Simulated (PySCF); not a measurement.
F₂H₄SSi₂. Atoms are numbered in the order given.

```xyz
9

Si    -1.6193    -0.1827    -0.0254
F     -2.0906     0.5611     1.3428
S      0.0596     0.8288    -0.8913
Si     1.6080    -0.0643     0.2902
F      2.0073    -1.5256    -0.3036
H     -1.2565    -1.5717     0.3347
H     -2.7223    -0.1001    -1.0047
H      1.1456    -0.2700     1.6811
H      2.7873     0.8197     0.1893
```
Charge 0, spin multiplicity 1.

The structure is a stationary point at TPSSh-D3(BJ)/def2-SVP. One conformer was computed; it need not be the lowest.

All values below come from TPSSh-D3(BJ)/def2-SVP (PySCF 2.14.0).

Frequencies are harmonic and unscaled.

Computed normal modes with their intensities:
| mode | ν (cm⁻¹) | IR (km/mol) | moving atoms (share of kinetic energy) |
|---|---|---|---|
| 1 | 37 | 2.7 | F 42 %, Si 27 %, H 20 %, S 12 % |
| 2 | 45 | 1.7 | F 77 %, Si 9 %, H 8 % |
| 3 | 116 | 0.5 | Si 53 %, H 23 %, F 16 % |
| 4 | 227 | 3.1 | F 51 %, Si 25 %, S 18 % |
| 5 | 248 | 15.6 | F 45 %, S 35 %, Si 17 % |
| 6 | 494 | 9.1 | Si 52 %, S 33 %, H 13 % |
| 7 | 511 | 85.9 | Si 45 %, S 41 %, H 13 % |
| 8 | 579 | 82.2 | H 69 %, Si 17 %, S 12 % |
| 9 | 653 | 42.8 | H 68 %, Si 20 %, S 10 % |
| 10 | 749 | 20.7 | H 93 % |
| 11 | 765 | 15.4 | H 94 % |
| 12 | 870 | 0.2 | F 51 %, H 29 %, Si 20 % |
| 13 | 871 | 34.3 | F 48 %, H 35 %, Si 17 % |
| 14 | 892 | 498.4 | H 73 %, Si 17 %, F 9 % |
| 15 | 953 | 185.8 | H 76 %, Si 18 % |
| 16 | 958 | 5.4 | H 82 %, Si 14 % |
| 17 | 964 | 239.0 | H 81 %, Si 15 % |
| 18 | 2293 | 65.0 | H 97 % |
| 19 | 2298 | 63.2 | H 98 % |
| 20 | 2319 | 154.6 | H 96 % |
| 21 | 2321 | 74.7 | H 96 % |
